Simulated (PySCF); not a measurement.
C3H8MgO, SMILES C[CH](C)[Mg][OH].

Coordinates come from a PBE-D3(BJ)/def2-SVP optimisation. The structure was generated by enumeration; whether it is a known compound was not checked. One conformer was computed; it need not be the lowest.

Vertical ionisation energy (IE) and electron affinity (EA) in eV. Rows of orbital energies are one-electron estimates. Where ΔSCF, EOM or ADC give a negative EA the extra electron is unbound and the value depends on the basis.

```json
[
 {"level": "−ε(HOMO), −ε(LUMO), r2SCAN/def2-TZVP (PySCF)", "IE": "5.32", "EA": "1.14"},
 {"level": "−ε(HOMO), −ε(LUMO), PBE/def2-TZVP (PySCF)", "IE": "5.22", "EA": "1.55"}
]
```
